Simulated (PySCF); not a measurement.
## [V(SeH)4]-: what the settings change

[V(SeH)4]- holds V(III), d2, at total charge -1. The structure is a PBE0-D3(BJ)/def2-SVP geometry optimised for multiplicity 3; coordination tetrahedral, point group S4, metal–donor distances 2.44 Å.

```
9

V     0.000    0.000    0.000
Se    1.398    1.398    1.427
H     0.274    1.756    2.313
Se   -1.398   -1.398    1.427
H    -0.274   -1.756    2.313
Se   -1.398    1.398   -1.427
H    -1.756    0.274   -2.313
Se    1.398   -1.398   -1.427
H     1.756   -0.274   -2.313
```

Method (PySCF 2.14, density fitting): CASSCF(2,5) with orbitals averaged over all microstates of the shell, strongly contracted NEVPT2 on the averaged canonical orbitals; basis x2c-TZVPall on the metal, x2c-SVPall elsewhere; spin-free X2C; IEF-PCM dichloromethane; spin-orbit coupling by state interaction with the mean-field operator over all roots.

Base run: NEVPT2 ground state 3B (from 3A2), next 3E (from 3T2) at 7708, then 3B (from 3T2) at 8486 cm⁻¹, 10Dq(CASSCF) 5860, B(CASSCF) 840, ζ 128 cm⁻¹, D 0.04 cm⁻¹, g 1.936 1.936 1.938, μeff(300 K) 2.82 μB.

(1) What happens with the basis x2c-TZVPall on all atoms?

(2) What happens with orbitals averaged over the highest spin alone?

NEVPT2 lifts 3B (from 3T2) from 6760 to 8486 cm⁻¹; on the d shell alone such lifts tend to overshoot. NEVPT2 on the d shell alone tends to put d–d bands too high for such charged or covalently bound ions.

Answers

(1) NEVPT2 ground state 3B (from 3A2), next 3E (from 3T2) at 7553, then 3B (from 3T2) at 8255 cm⁻¹, 10Dq(CASSCF) 5803, B(CASSCF) 839, ζ 128 cm⁻¹, D 0.02 cm⁻¹, g 1.934 1.934 1.936, μeff(300 K) 2.82 μB. It took 58 s against 33 s on a shared host of the same kind.

(2) NEVPT2 ground state 3B (from 3A2), next 3E (from 3T2) at 7626, then 3B (from 3T2) at 8376 cm⁻¹, 10Dq(CASSCF) 5886, B(CASSCF) 855, ζ 132 cm⁻¹, D 0.04 cm⁻¹, g 1.933 1.933 1.935, μeff(300 K) 2.82 μB.
